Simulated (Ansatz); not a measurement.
Computed with Ansatz on PBE0-D4/def2-TZVP structures; ΔE is electronic, products minus reactants. CBS: MP2 limit from def2 TZ/QZ plus the TZ coupled-cluster correction, frozen cores. This one scheme is used for every species. Functionals use def2-TZVPP. B3LYP here is the variant with VWN-RPA as its local correlation; programs differ in this. One conformer a species, not always the lowest.

Reaction (ligand exchange at a B–C bond): `BC(=N)CF` + `OCO` → `BOCO` + `N=CCF`

| level | ΔE (kJ/mol) | difference from CCSD(T)/CBS |
| --- | --- | --- |
| PBE-D4 | -146.1 | 1.2 |
| r2SCAN-D4 | -149.7 | -2.4 |
| PBE0-D4 | -146.3 | 1.0 |
| B3LYP-D4 | -150.2 | -2.9 |
| ωB97X-V | -147.6 | -0.3 |
| ωB97M-V | -149.5 | -2.2 |
| B2PLYP | -152.0 | -4.7 |
| PBE | -147.1 | 0.2 |
| r2SCAN | -150.0 | -2.7 |
| PBE0 | -147.2 | 0.1 |
| B3LYP | -151.9 | -4.6 |
| HF/def2-TZVPP | -151.0 | -3.7 |
| MP2/def2-TZVPP | -149.7 | -2.4 |
| SCS-MP2/def2-TZVPP | -149.5 | -2.2 |
| CCSD/def2-TZVPP | -148.8 | -1.5 |
| CCSD(T)/def2-TZVPP | -149.2 | -1.9 |
| HF/def2-QZVPP | -151.7 | -4.4 |
| MP2/def2-QZVPP | -148.8 | -1.5 |
| SCS-MP2/def2-QZVPP | -148.6 | -1.3 |
| HF/CBS(def2) | -151.8 | -4.5 |
| MP2/CBS(def2) | -147.7 | -0.4 |
| CCSD/CBS(def2) | -146.9 | 0.4 |
| CCSD(T)/CBS | -147.3 | 0 |

Largest T1 diagnostic among the species: 0.013.
